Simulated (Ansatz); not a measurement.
`C#[C][Zr]([Cl])([Cl])[Cl]` + H–F → `[F][Zr]([Cl])([Cl])[Cl]` + `C#C` at 400 K and 1 bar (ligand exchange at a Zr–C bond).

Isolated molecules relaxed with PBE0-D4/def2-TZVP in Ansatz; ΔE leaves out vibrations. CCSD(T)/CBS adds triple-zeta CCSD(T) − MP2 to the extrapolated MP2 energy (def2 sets, frozen cores). This one scheme is used for every species. Elements past krypton have def2 core potentials. For Zr outer-core shells are correlated without core-valence functions, which leaves a few kJ/mol of doubt a bond.

```json
{"species": "`C#[C][Zr]([Cl])([Cl])[Cl]`", "CCSD(T)/CBS energy (Eh)": "-1503.20894", "H − E (kJ/mol)": "96.2", "S (J/(mol·K))": "443.1"}
{"species": "H–F", "CCSD(T)/CBS energy (Eh)": "-100.39570", "H − E (kJ/mol)": "36.5", "S (J/(mol·K))": "182.2"}
{"species": "`[F][Zr]([Cl])([Cl])[Cl]`", "CCSD(T)/CBS energy (Eh)": "-1526.43176", "H − E (kJ/mol)": "46.9", "S (J/(mol·K))": "397.3"}
{"species": "`C#C`", "CCSD(T)/CBS energy (Eh)": "-77.22717", "H − E (kJ/mol)": "85.5", "S (J/(mol·K))": "213.8"}
```

H − E and S are ideal-gas, rigid-rotor, harmonic terms from PBE0-D4/def2-TZVP. 1 Eh = 2625.50 kJ/mol, R = 8.31446 J/(mol·K).

By hand: ΔE, ΔH, ΔS and ΔG.

ΔE = (-1526.43176) + (-77.22717) − (-1503.20894) − (-100.39570) = -0.05429 Eh = -142.5 kJ/mol. Δ(H − E) = 46.9 + 85.5 − 96.2 − 36.5 = -0.3, so ΔH = -142.8 kJ/mol. ΔS = 397.3 + 213.8 − 443.1 − 182.2 = -14.2 J/(mol·K). ΔG = -142.8 − 400 × (-14.2)/1000 = -137.1 kJ/mol.

By hand: the equilibrium constant, and the temperature at which ΔG would vanish if ΔH and ΔS stayed fixed.

log₁₀ K = −ΔG/(RT ln 10) = 17.9. ΔG = 0 at ΔH/ΔS = 10056 K, far beyond where these terms or the molecules hold.

The number of gas molecules stays the same, so ΔS is small and ΔH decides. A doubt of 5 kJ/mol in ΔE shifts log₁₀ K by 0.7 here. These are equilibria of isolated gas molecules and say nothing of rates. Largest T1 diagnostic: 0.016 (customary marks: 0.02 for closed shells, 0.045 for open ones).
